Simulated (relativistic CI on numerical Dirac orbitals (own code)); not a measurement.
## Slater and spin-orbit integrals, Cd¹²⁺

Calculated at this level of theory: Dirac-Coulomb-Breit CI, orbitals from a KLI potential per configuration, a model potential for QED, unscaled Slater integrals (own radial code, finite nucleus).

Slater integrals F^k, G^k are unscaled and averaged over j, outside the closed core [Ar] 3d10; ζ comes from projecting the Hamiltonian with its Breit term on Σ l·s of the shell.

- 4s2 4p5 4d: ζ(4p) = 39178, F^2(4p,4d) = 114180, G^1(4p,4d) = 144830, G^3(4p,4d) = 91282, ζ(4d) = 3965.2 cm⁻¹; <r>(4p) = 0.858, <r^2>(4p) = 0.8309, <r>(4d) = 0.9324, <r^2>(4d) = 0.9921 (bohr units).
- 4s 4p6 4d: G^2(4s,4d) = 112190, ζ(4d) = 4002.9 cm⁻¹; <r>(4s) = 0.8163, <r^2>(4s) = 0.7482, <r>(4d) = 0.9326, <r^2>(4d) = 0.9927 (bohr units).
- 4s2 4p5 4f: ζ(4p) = 39316, F^2(4p,4f) = 106340, G^2(4p,4f) = 95567, G^4(4p,4f) = 66399, ζ(4f) = 131.08 cm⁻¹; <r>(4p) = 0.8571, <r^2>(4p) = 0.8295, <r>(4f) = 1.042, <r^2>(4f) = 1.247 (bohr units).

Averages of the first 10 configurations, taken without configuration mixing, which lowers the lowest level and can move excited configurations by several eV; other configurations of the list can lie among them:

```csv
Configuration,Parity,States,Average energy above the lowest level (eV)
4s2 4p6,even,1,0.2
4s2 4p5 4d,odd,60,66.4
4s 4p6 4d,even,20,116.5
4s2 4p5 4f,even,84,138.5
4s 4p6 4f,odd,28,189.0
4s2 4p5 5s,odd,12,133.6
4s2 4p5 5p,even,36,150.6
4s 4p6 5s,even,4,184.8
4s2 4p5 5d,odd,60,176.8
4p6 4d2,even,45,235.3
```
